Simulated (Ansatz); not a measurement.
Cartesian coordinates in Å:
```
C 0.451 -0.325 1.413
C -0.056 0.062 0.023
C 0.918 1.029 -0.645
C -0.181 -1.209 -0.837
B -1.503 0.667 0.104
F -2.399 0.226 0.974
F -1.927 1.610 -0.723
H 1.429 -0.811 1.334
H -0.230 -1.018 1.912
H 0.569 0.550 2.058
H 0.581 1.317 -1.643
H 1.904 0.563 -0.744
H 1.043 1.945 -0.060
H -0.532 -0.983 -1.848
H 0.800 -1.687 -0.927
H -0.866 -1.935 -0.391
```

Total charge 0; spin multiplicity 1.

(1) List the CAM-B3LYP/def2-TZVPP orbital energies in eV (Ansatz). (An estimate is asked.)

## Answers

(1) Ansatz gave: Occupied: -674.00, -673.98, -278.95, -278.83, -278.64, -278.61, -188.11, -35.92, -35.05, -24.61, -21.13, -21.05, -18.33, -17.34, -16.53, -15.60, -15.50, -14.13, -14.06, -13.89, -13.82, -13.42, -12.56, -12.39, -11.94, -11.01, -10.99, -10.19. Lowest empty: 1.31, 1.58, 2.74, 2.97, 3.32, 3.42, 3.64, 3.65.
